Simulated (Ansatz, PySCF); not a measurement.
C4H13GeO4 (SMILES C[O][Ge]([O]C)([O]C)[OH+]C), charge +1, singlet, geometry from GFN2-xTB. Base run: BLYP/STO-3G in PySCF.

Input for PySCF:
```python
from pyscf import gto, scf, dft

mol = gto.Mole()
mol.atom = '''
    C    -0.756203   -2.504836   -1.201438
    O    -0.953346   -1.089977   -1.034446
    Ge   -0.329092    0.001185    0.095410
    O    -0.955006    1.579692    0.077854
    C    -1.869008    2.204685   -0.843316
    O     0.284054   -0.642925    1.542560
    C     0.653257   -0.002602    2.775962
    O     1.615208    0.522322   -0.887198
    C     2.886301   -0.117889   -0.700728
    H    -0.717662   -3.025229   -0.245822
    H    -1.618591   -2.847147   -1.773228
    H     0.157738   -2.689507   -1.764019
    H    -2.130869    3.153529   -0.375421
    H    -2.765257    1.603486   -0.985443
    H    -1.391080    2.382536   -1.805200
    H     1.622017    0.485239    2.678034
    H    -0.094508    0.722121    3.093520
    H     0.716613   -0.810062    3.505274
    H     1.749950    1.429698   -1.192064
    H     3.519512    0.464696   -0.031191
    H     2.696338   -1.095087   -0.261441
    H     3.373382   -0.241246   -1.669162
'''
mol.basis = 'sto-3g'
mol.charge = 1
mol.spin = 0
mol.verbose = 4
mol.build()

mf = dft.RKS(mol)
mf.xc = 'blyp'
mf.kernel()
```

The same geometry, method and basis name were run in Ansatz (a first-principles code) and PySCF, at each program's defaults and at the settings that a row names. The base is PySCF at its defaults. Differences at the defaults can come from grids, fitting, cores and function types together.

| code and settings | ΔE vs base (µEh) | basis functions | E (Eh) | SCF cycles |
|---|---|---|---|---|
| PySCF, defaults (exact integrals, its default grid, spherical functions) | 0.0 | 71 | -2507.67105 | 12 |
| Ansatz, defaults (factorised integrals, its default grid, spherical functions) | 1.2 | 71 | -2507.67105 | - |
| PySCF, density fitting with def2-universal-jkfit | -4824 | 71 | -2507.67587 | 12 |
| PySCF, fine grid | 3.7 | 71 | -2507.67105 | 12 |
| Ansatz, high accuracy | 3.8 | 71 | -2507.67105 | - |
